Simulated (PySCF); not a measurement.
# Electron correlation in V (vanadium, neutral)

[Ar] 3d3 4s2, high-spin 4F determinant. All numbers are calculated (PySCF 2.14, the non-relativistic Hamiltonian (point nucleus), in aug-cc-pVDZ). Frozen: [Ar]; 5 electrons correlated.

MP2 pair energies summed by pair of shells (mhartree):

```json
{"pair": "4s-4s", "energy": "-20.71", "share (%)": "40.7"}
{"pair": "3d-4s", "energy": "-15.94", "share (%)": "31.3"}
{"pair": "3d-3d", "energy": "-14.22", "share (%)": "28.0"}
```

Total MP2 correlation energy: -50.87 mhartree.

Same-spin part -20.84 and opposite-spin part -30.04 mhartree; SCS-MP2 scales them by 1/3 and 6/5 to -42.99 mhartree.
